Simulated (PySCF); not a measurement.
## GeAs: energy against distance

Set-up: PySCF, scalar-relativistic core potentials, basis sets Ge cc-pVDZ-PP with ECP10, As cc-pVDZ-PP with ECP10. Energies in eV from Ge + As in their ground configurations at the same level. All curves are PBE0. state 1: ²Π (doublet), unpaired electrons π ↑; state 2: ²Σ⁺ (doublet), unpaired electrons σ ↑, a second solution, started from another occupation; state 3: ⁴Π (quartet), unpaired electrons π ↑↑↑, a second solution, started from another occupation; state 4: ⁶Σ⁺ (sextet), unpaired electrons σ ↑, π ↑↑↑↑, a second solution, started from another occupation.

```json
{"R (Å)": "1.940", "state 1": "-1.581", "state 2": "-2.008", "state 3": "1.623", "state 4": "3.5562"}
{"R (Å)": "2.030", "state 1": "-2.312", "state 2": "-2.449", "state 3": "0.451", "state 4": "2.3278"}
{"R (Å)": "2.121", "state 1": "-2.712", "state 2": "-2.608", "state 3": "-0.358", "state 4": "1.4544"}
{"R (Å)": "2.188", "state 1": "-2.853", "state 2": "-2.596", "state 3": "-0.785", "state 4": "0.9741"}
{"R (Å)": "2.256", "state 1": "-2.892", "state 2": "-2.503", "state 3": "-1.094", "state 4": "0.6090"}
{"R (Å)": "2.324", "state 1": "-2.852", "state 2": "-2.352", "state 3": "-1.307", "state 4": "0.3347"}
{"R (Å)": "2.414", "state 1": "-2.713", "state 2": "-2.083", "state 3": "-1.477", "state 4": "0.0765"}
{"R (Å)": "2.527", "state 1": "-2.462", "state 2": "-1.690", "state 3": "-1.553", "state 4": "-0.1223"}
{"R (Å)": "2.662", "state 1": "-2.132", "state 2": "-1.178", "state 3": "-1.510", "state 4": "-0.2430"}
{"R (Å)": "2.843", "state 1": "-1.703", "state 2": "-0.492", "state 3": "-1.316", "state 4": "-0.2908"}
```

Task: Put a parabola through the three lowest points of the state 1 curve and estimate Re, k and ωe (reduced mass 37.21 u; 1 eV/Å² = 0.16022 mdyn/Å; ωe = 1302.8·√(k/μ) cm⁻¹).

Result: Through R = 2.188, 2.256, 2.324 Å the second-order coefficient is 8.54 eV/Å², so Re ≈ 2.256 Å, k ≈ 2.74 mdyn/Å and ωe ≈ 353 cm⁻¹. A polynomial fit of higher order to the unrounded PBE0 energies gives Re = 2.252 Å, k = 2.78 mdyn/Å, ωe = 356 cm⁻¹; anharmonicity and rounding make the difference.

The higher-order fit for each curve: state 1: Re = 2.252 Å, ωe = 356 cm⁻¹, De = 2.89 eV; state 2: Re = 2.145 Å, ωe = 393 cm⁻¹, minimum 2.61 eV below the ground-state fragments; state 3: Re = 2.546 Å, ωe = 235 cm⁻¹, minimum 1.55 eV below the ground-state fragments; state 4: Re = 2.867 Å, ωe = 109 cm⁻¹, minimum 0.291 eV below the ground-state fragments.

⟨S²⟩ of the unrestricted solution departs from its pure value on part of the curve, where spin states mix. Spin–orbit coupling is left out. The state is the lowest determinant that a PBE0 search found; another state may lie lower at other levels.
